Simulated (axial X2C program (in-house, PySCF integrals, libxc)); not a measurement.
**What spin–orbit coupling does to SbH⁻**

Calculated with an in-house relativistic program for diatomic molecules. Spin-free means the one-electron spin-free X2C Hamiltonian; two-component (2c) means X2C with spin–orbit coupling and atomic mean-field two-electron Coulomb and Gaunt terms, so the difference of the two also holds small scalar two-electron terms. Basis: Sb dyall-acv3z [12s13p9d5f1g], H dyall-av3z [7s3p2d] (cores contracted in-house); Gaussian nuclei, density fitting, unrestricted open shells. Masses: Sb 120.904 u, H 1.008 u.

Spin-free state: M_S = 1/2, Λ = 1 (beyond evenly filled blocks: π+α, π+β, π-α); fragments Sb- + H for PBE0, HF, MP2, CCSD(T), M06; Sb + H- for CCSD.

| level | Re (Å) | ωe (cm⁻¹) | De (eV) | μ (D) |
| --- | --- | --- | --- | --- |
| PBE0 | 1.732 | 1829.7 | 2.725 | -0.65 |
| HF | 1.724 | 1893.9 | 1.732 | -0.47 |
| MP2 | 1.729 | 1874.3 | 2.634 | n/a |
| CCSD | 1.740 | 1812.6 | n/a | n/a |
| CCSD(T) | 1.743 | 1799.4 | 2.805 | n/a |
| M06 | 1.747 | 1772.1 | 2.962 | -0.88 |

Correlated methods: 7 electrons correlated (number of frozen shells: Sb 4 s, 3 p, 2 d; H none), 239 virtual spin orbitals or spinors in MP2, 90 natural virtuals in coupled cluster.

Dipoles are positive if H is the positive end and refer to the centre of mass.

Task: Within this multiplet, which Ω should lie lowest by the rule for regular and inverted multiplets?

Result: The open π shell holds three electrons, one hole, so the multiplet is inverted: Ω = Λ + 1/2 = 3/2. The PBE0 2c search agrees.

Two-component determinant lowest at the distance of the search:

Ω = 3/2 (⟨Sz⟩ = 0.50, ⟨Lz⟩ = 1.00 at HF); fragments Sb- + H.

```csv
level,Re (Å),ωe (cm⁻¹),De (eV),μ (D)
PBE0,1.735,1810.0,2.749,-0.69
HF,1.727,1871.8,n/a,-0.52
MP2,1.731,1860.2,2.611,n/a
CCSD,1.743,1795.3,n/a,n/a
CCSD(T),1.746,1782.9,2.774,n/a
M06,1.751,1749.5,2.849,-0.90
```

Task: From the two tables, how do the constants change at the CCSD(T) level (2c against spin-free)?

Result: At the CCSD(T) level Re increases by 0.003 Å and ωe goes down by 16.5 cm⁻¹; De changes by -0.031 eV.

Occupations by symmetry block were frozen at the best pattern of an incomplete PBE0 search. De is counted from the lowest determinant-based energies of the atoms at the same level, without counterpoise correction. De is not given where an atomic determinant may have missed its ground term or J level, or where the truncated virtual space spoils (T). Density functionals use the spin component along the axis (collinear). Coupled cluster ran in a truncated set of natural virtual spinors; the MP2 energy of the rest was added. (T) has no such correction and the atoms are truncated less, which lowers De at CCSD(T) by a hundredth of an eV or more. Without a current term, density functionals place determinants with orbital angular momentum somewhat too high. The highest occupied level of some functionals is positive through self-interaction error; at Hartree–Fock it is bound. With the outer-core shells frozen, correlated bond lengths of heavy atoms tend to come out a few hundredths of an ångström too long. Hartree–Fock gets electron affinities wrong, so its lowest charge split need not be the true one.
